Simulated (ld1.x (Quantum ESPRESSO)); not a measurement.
# What the settings do to the TM semilocal potential of arsenic (As)

Base potential:

ld1.x (Quantum ESPRESSO) 7.5 input, shortened:

```
&input
   title='As', zed=33., rel=1, dft='PBESOL', iswitch=3,
   config='[Ar] 3d10 4s2 4p3'
 /
 &inputp
   pseudotype=1, tm=.true., lloc=1,
   nlcc=.false.
 /
2
4S  1  0   2.00   0.00  1.60  1.60  0.0
4P  2  1   3.00   0.00  1.80  1.80  0.0
 &test
   configts(1)='4s2 4p3'
 /
```

Cutoffs, loose and tight: the cutoffs (Ry, on a coarse ladder) from which the occupation-weighted sum of valence levels, in a spherical-Bessel basis at the reference potential, stays within 10 and 1 mRy of its value at 400 Ry. They do not see the model core or the augmentation charge, which bear on the density cutoff. Test errors are all-electron minus pseudo excitation energies from the reference, over the configurations 4s2 4p2; 4s2 4p1; 4s2 4p0; 4s2 4p2.5; 4s1 4p3; 4s2 4p3.3; 4s1 4p0. A dash means not determined; rows that change the core or the reference have their own tests.

A semilocal file is local in each channel, so a ghost entry of none says nothing of the separable form that plane-wave codes build from it.

| change | outcome | cutoff, loose | cutoff, tight | bound ghosts | largest test error (meV) |
| --- | --- | --- | --- | --- | --- |
| base | generated | 35 Ry | 50 Ry | none | -55 |
| core correction a·sin(br)/r model core inside 0.64 bohr | generated | 35 Ry | 50 Ry | none | -357 |
| core correction a·sin(br)/r model core inside 0.86 bohr | generated | 35 Ry | 50 Ry | none | -357 |
| core correction a·sin(br)/r model core inside 1.14 bohr | generated | 35 Ry | 50 Ry | none | -359 |
| core correction a·sin(br)/r model core inside 1.32 bohr | generated | 35 Ry | 50 Ry | none | -373 |
| core correction a·sin(br)/r model core inside 1.54 bohr | generated | 35 Ry | 50 Ry | none | -424 |
| core correction a·sin(br)/r model core inside 1.70 bohr | generated | 35 Ry | 50 Ry | none | -419 |
| core correction a·sin(br)/r model core inside 1.90 bohr | generated | 35 Ry | 50 Ry | none | -342 |
